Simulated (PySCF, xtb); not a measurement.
C2H7Al, SMILES [CH3][AlH][CH3].

Harmonic wavenumbers (cm⁻¹) from GFN2-xTB (xtb) at its own minimum, in rising order: 36, 61, 120, 340, 385, 465, 514, 610, 638, 663, 727, 1300, 1302, 1443, 1449, 1453, 1456, 1741, 2907, 2910, 2911, 2915, 2924, 2927.

Problem. What does PBE-D3(BJ)/def2-SVP (PySCF) give at its own minimum? (An estimate is asked for; the answer gives what the named calculation found.)

Solution. 26, 37, 171, 367, 490, 510, 548, 659, 691, 721, 763, 1162, 1163, 1368, 1373, 1378, 1378, 1842, 2956, 2956, 3039, 3039, 3068, 3068. Paired by order, the mean absolute difference is 75 cm⁻¹ and the zero-point energies are 46.0 and 46.9 kcal/mol.
